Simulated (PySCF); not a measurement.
Compound: C6H11GeP.
SMILES: `CC1C=C[P]([GeH3])C=C1`

Linear response at CAM-B3LYP/def2-SVPD (PySCF, frozen core in the response, non-relativistic). Geometry: PBE0-D3(BJ)/def2-SVP; no solvent, vibrations or thermal averaging. The CAM-B3LYP/def2-SVPD calculation is non-relativistic and has no spin–orbit coupling, an omission that weighs most on germanium.

Static isotropic polarisability: 130.16 au (19.29 Å³), principal values 110.9, 113.9, 165.6 au.

Q: What is the polarisability at 1064 nm and at the sodium D line?

A: 131.95 au at 1064 nm (+1.4 %), 136.40 au at 589.3 nm (+4.8 %). The rise at 589.3 nm is 3.48 times that at 1064 nm; a pure ω² law gives 3.26. The lowest singlet lies at 264 nm, shorter than both wavelengths.

Q: What is the isotropic C6 coefficient between two such molecules, C6 = (3/π)∫α(iω)² dω?

A: 5760 au (Eh·bohr⁶) by a ten-point quadrature over imaginary frequencies, which is 3440 eV·Å⁶ or 332 J·nm⁶/mol.

Q: Which effective excitation energy ω̄ makes London's formula C6 = (3/4)α²ω̄ exact here?

A: ω̄ = 4·C6/(3α²) = 0.453 Eh = 12.3 eV. A one-pole form α(ω) = α/(1 − ω²/ω̄²) fitted to the 1064 nm value gives 10.0 eV. London's choice of the ionisation energy (7.83 eV, ΔSCF at the same level) gives C6 = 3650 au, 37 % too low.

Q: How many electrons N does the Slater–Kirkwood formula C6 = (3/4)·√N·α^(3/2) need to give this C6?

A: N = (4·C6/3)²/α³ = 26.7; the species has 94 electrons in all.

Q: What three-body coefficient follows from the one-pole estimate C9 = (3/4)·α·C6?

A: 562000 au. This is an estimate from the two numbers above, not a computed integral.

Q: What does −C6/R⁶ come to at R = 12 Å between centres?

A: -110 J/mol. This is the leading, orientation-averaged term; C8 and higher terms are left out.

Q: How anisotropic is the static polarisability, by Δα² = ½[(α1 − α2)² + (α2 − α3)² + (α3 − α1)²]?

A: Δα = 53.2 au, or 0.41 of the isotropic value.

Q: What molar refraction at the D line follows from R = (4π/3)·N_A·α′, with α′ the polarisability volume?

A: α′ = 20.21 Å³ gives R = 50.99 cm³/mol, for isolated, non-vibrating species.

On one thread, Intel Xeon Platinum 8488C (x86_64), shared host with 192 logical CPUs at a one-minute load of 49, this took 3.2 min and 1.4 GiB of memory at its peak. This is the whole response run at CAM-B3LYP/def2-SVPD, SCF included.
